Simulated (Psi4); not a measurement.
ClLi, singlet, geometry from GFN2-xTB (such geometries of metal compounds can be far from the true shape); Psi4 with PBE0/STO-3G.

Input for Psi4:
```
memory 2 GB

molecule {
0 1
  Li   -0.00000000   -0.00000000   -1.66311369
  Cl    0.00000000    0.00000000    0.29349065
}

set basis sto-3g

energy('pbe0')
print_variables()
```

What the program printed (banner, timings and long lists left out):

```
   => Loading Basis Set <=

    Name: STO-3G
    Role: ORBITAL
    Keyword: BASIS

         ---------------------------------------------------------
                                   SCF
               by Justin Turney, Rob Parrish, Andy Simmonett
                          and Daniel G. A. Smith
                              RKS Reference
         ---------------------------------------------------------

  ==> Geometry <==

    Molecular point group: c2v
    Full point group: C_inf_v

    Geometry (in Angstrom), charge = 0, multiplicity = 1:

       Center              X                  Y                   Z               Mass
    ------------   -----------------  -----------------  -----------------  -----------------
         LI           0.000000000000     0.000000000000    -1.629640190481     7.016003436600
         CL           0.000000000000     0.000000000000     0.326964149519    34.968852682000

  Running in c2v symmetry.

  Rotational constants: A = ************  B =      0.75355  C =      0.75355 [cm^-1]
  Rotational constants: A = ************  B =  22590.85494  C =  22590.85494 [MHz]
  Nuclear repulsion =   13.793303629373529

  Charge       = 0
  Multiplicity = 1
  Electrons    = 20
  Nalpha       = 10
  Nbeta        = 10

  ==> Algorithm <==

  SCF Algorithm Type is DF.
  DIIS enabled.
  MOM disabled.
  Fractional occupation disabled.
  Guess Type is SAD.
  Energy threshold   = 1.00e-06
  Density threshold  = 1.00e-06
  Integral threshold = 1.00e-12

  ==> Primary Basis <==

  Basis Set: STO-3G
    Blend: STO-3G
    Number of shells: 8
    Number of basis functions: 14
    Number of Cartesian functions: 14
    Spherical Harmonics?: true
    Max angular momentum: 1

  ==> DFT Potential <==

   => LibXC <=

    Version 7.1.2
    S. Lehtola, C. Steigemann, M. J. T. Oliveira, and M. A. L. Marques,  SoftwareX 7, 1–5 (2018) (10.1016/j.softx.2017.11.002)

   => Composite Functional: PBE0 <=

    PBE0 Hyb-GGA Exchange-Correlation Functional

    C. Adamo and V. Barone,  J. Chem. Phys. 110, 6158 (1999) (10.1063/1.478522)
    M. Ernzerhof and G. E. Scuseria,  J. Chem. Phys. 110, 5029 (1999) (10.1063/1.478401)

    Deriv               =              1
    GGA                 =           TRUE
    Meta                =          FALSE

    Exchange Hybrid     =           TRUE
    MP2 Hybrid          =          FALSE

   => Exchange Functionals <=

    0.7500   Perdew, Burke & Ernzerhof

   => Exact (HF) Exchange <=

    0.2500               HF

   => Correlation Functionals <=

    1.0000   Perdew, Burke & Ernzerhof

   => LibXC Density Thresholds  <==

    XC_HYB_GGA_XC_PBEH:  1.00E-15

   => Molecular Quadrature <=

    Radial Scheme          =       TREUTLER
    Pruning Scheme         =           NONE
    Nuclear Scheme         =       TREUTLER

    Blocking Scheme        =         OCTREE
    BS radius alpha        =              1
    Pruning alpha          =              1
    Radial Points          =             75
    Spherical Points       =            302
    Total Points           =          42634
    Total Blocks           =            409
    Max Points             =            254
    Max Functions          =             14
    Weights Tolerance      =       1.00E-15

   => Loading Basis Set <=

    Name: (STO-3G AUX)
    Role: JKFIT
    Keyword: DF_BASIS_SCF

  ==> Integral Setup <==

  SCF_SUBTYPE=INCORE selected. In-core MEM_DF algorithm will be used.
  Using in-core AOs.

  ==> MemDFJK: Density-Fitted J/K Matrices <==

    J tasked:                   Yes
    K tasked:                   Yes
    wK tasked:                   No
    Algorithm:                 Core
    Schwarz Cutoff:           1E-12
    Mask sparsity (%):       0.0000
    Fitting Condition:        1E-10

   => Auxiliary Basis Set <=

  Basis Set: (STO-3G AUX)
    Blend: DEF2-UNIVERSAL-JKFIT
    Number of shells: 55
    Number of basis functions: 179
    Number of Cartesian functions: 215
    Spherical Harmonics?: true
    Max angular momentum: 4

  Minimum eigenvalue in the overlap matrix is 2.8257695772E-01.
  Reciprocal condition number of the overlap matrix is 1.5601085901E-01.
    Using symmetric orthogonalization.

  ==> Pre-Iterations <==

  SCF Guess: Superposition of Atomic Densities via on-the-fly atomic UHF (no occupation information).

   -------------------------
    Irrep   Nso     Nmo
   -------------------------
     A1         8       8
     A2         0       0
     B1         3       3
     B2         3       3
   -------------------------
    Total      14      14
   -------------------------

  ==> Iterations <==

                           Total Energy        Delta E     RMS |[F,P]|

   @DF-RKS iter SAD:  -462.19976517131448   -4.62200e+02   0.00000e+00
   @DF-RKS iter   1:  -462.48462662542715   -2.84861e-01   1.41146e-02 DIIS/ADIIS
   @DF-RKS iter   2:  -462.48107151176094    3.55511e-03   1.89111e-02 DIIS/ADIIS
   @DF-RKS iter   3:  -462.51793731483014   -3.68658e-02   1.59258e-04 DIIS/ADIIS
   @DF-RKS iter   4:  -462.51793958643373   -2.27160e-06   1.11450e-05 DIIS
   @DF-RKS iter   5:  -462.51793961862109   -3.21874e-08   2.01087e-06 DIIS
   @DF-RKS iter   6:  -462.51793961982355   -1.20247e-09   1.49490e-07 DIIS
  Energy and wave function converged.

  ==> Post-Iterations <==

   Electrons on quadrature grid:
      Ntotal   =   19.9999966253 ; deviation = -3.375e-06

    Orbital Energies [Eh]
    ---------------------

    Doubly Occupied:

       1A1  -100.527246     2A1    -9.232417     3A1    -6.974034
       1B2    -6.971345     1B1    -6.971345     4A1    -1.953393
       5A1    -0.679808     6A1    -0.239581     2B2    -0.217408
       2B1    -0.217408

    Virtual:

       7A1    -0.020329     3B1     0.078048     3B2     0.078048
       8A1     0.234476

    Final Occupation by Irrep:
             A1    A2    B1    B2
    DOCC [     6,    0,    2,    2 ]
    NA   [     6,    0,    2,    2 ]
    NB   [     6,    0,    2,    2 ]

  @DF-RKS Final Energy:  -462.51793961982355

   => Energetics <=

    Nuclear Repulsion Energy =             13.7933036293735292
    One-Electron Energy =                -668.6427485073584194
    Two-Electron Energy =                 214.9611283744663979
    DFT Exchange-Correlation Energy =     -22.6296231163050869
    Empirical Dispersion Energy =           0.0000000000000000
    VV10 Nonlocal Energy =                  0.0000000000000000
    Total Energy =                       -462.5179396198235509

Computation Completed

Properties will be evaluated at   0.000000,   0.000000,   0.000000 [a0]

Properties computed using the SCF density matrix

 Multipole Moments:

 ------------------------------------------------------------------------------------
     Multipole            Electronic (a.u.)      Nuclear  (a.u.)        Total (a.u.)
 ------------------------------------------------------------------------------------

 L = 1.  Multiply by 2.5417464519 to convert [e a0] to [Debye]
 Dipole X            :          0.0000000            0.0000000            0.0000000
 Dipole Y            :          0.0000000            0.0000000            0.0000000
 Dipole Z            :         -3.2103389            1.2651149           -1.9452240
 Magnitude           :                                                    1.9452240

 ------------------------------------------------------------------------------------

  Variable Map:
  ----------------------------------------------------------------------------
  "CURRENT ENERGY"              =>    -462.517939619824
  "CURRENT REFERENCE ENERGY"    =>    -462.517939619824
  "DD SOLVATION ENERGY"         =>       0.000000000000
  "DFT FUNCTIONAL TOTAL ENERGY" =>    -462.517939619824
  "DFT TOTAL ENERGY"            =>    -462.517939619824
  "DFT VV10 ENERGY"             =>       0.000000000000
  "DFT XC ENERGY"               =>     -22.629623116305
  "GRID ELECTRONS ALPHA"        =>       9.999998312672
  "GRID ELECTRONS BETA"         =>       9.999998312672
  "GRID ELECTRONS TOTAL"        =>      19.999996625343
  "NUCLEAR REPULSION ENERGY"    =>      13.793303629374
  "ONE-ELECTRON ENERGY"         =>    -668.642748507358
  "PCM POLARIZATION ENERGY"     =>       0.000000000000
  "PE ENERGY"                   =>       0.000000000000
  "SCF ITERATION ENERGY"        =>    -462.517939619824
  "SCF ITERATIONS"              =>       6.000000000000
  "SCF TOTAL ENERGY"            =>    -462.517939619824
  "TWO-ELECTRON ENERGY"         =>     214.961128374466
  "XC GRID RADIAL POINTS"       =>      75.000000000000
  "XC GRID SPHERICAL POINTS"    =>     302.000000000000
  "XC GRID TOTAL POINTS"        =>   42634.000000000000

  Array Variable Map:
  ----------------------------------------------------------------------------
  "CURRENT DIPOLE"              =>       0.000000000000 ... -1.945224038075 1 by 3
  "SCF DIPOLE"                  =>       0.000000000000 ... -1.945224038075 1 by 3
  "SCF TOTAL ENERGIES"          =>    -462.199765171314 ... -462.517939619824 1 by 7
```
